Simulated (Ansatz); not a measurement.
**Which is lower?**

Two relaxed structures of AlGeH4, doublet (PBE0-D4/def2-TZVP; forces vanish, vibrations not checked).

A:

Al1  (0.910, -0.689, 0.469)
Ge2  (-1.534, -0.033, -0.366)
H3  (2.037, 0.414, 0.353)
H4  (1.123, -2.148, 1.042)
H5  (-0.078, -0.730, -0.988)
H6  (-0.587, 0.008, 1.081)
(Å)

B:

```csv
atom,x (Å),y (Å),z (Å)
Al1,0.2775,-0.2291,-0.1412
Ge2,-2.1897,0.5726,-0.6071
H3,-1.3829,0.5997,-1.9845
H4,-0.7988,1.2137,0.1148
H5,-1.4085,-0.8944,-0.2838
H6,0.6855,-0.6306,1.3581
```

Program: Ansatz 0.2.0. Basis: def2-TZVPP. Cores are frozen in the correlated methods; orbitals are unrestricted. Filled d shells of the heavier atoms are correlated. The def2 sets are not built for correlating such inner shells, so the correlated values are less sure here. B3LYP uses VWN-RPA correlation.

**Question.** Which structure is lower at CCSD(T), and by how much? (An estimate is asked for; the value comes from the calculation.)

**Answer.** The calculation gives: A, by 12.02 kcal/mol (electronic energy, against the other). By their contacts, A is AlGeH₄ ([H]1[AlH2]2[H][Ge]12) and B is AlGeH₄ ([H]1[AlH]2[H][GeH]12).

All methods give the same order:

```csv
method,E(B) − E(A) (kcal/mol)
PBE-D4,8.47
r2SCAN-D4,9.87
PBE0-D4,9.87
B3LYP-D4,12.68
wB97M-V,13.89
HF,16.45
MP2,11.28
CCSD,12.95
CCSD(T),12.02
```

T1 diagnostic: at most 0.017. ⟨S²⟩ of the unrestricted Hartree–Fock references: 0.76 to 0.77 (a pure state has 0.75).

Labels in which every atom is bracketed show which atoms are joined, not bond orders.

For scale, one of the runs: CCSD(T)/def2-TZVPP, 146 basis functions, launched by `ansatz run in.yaml --threads 2 --pin off --events-out ev --progress --plain --max-ram 4352MiB`. Hardware: 2 CPU threads of an Intel Xeon Platinum 8488C, shared host. Wall time 34 s; peak host memory 1.9 GiB.
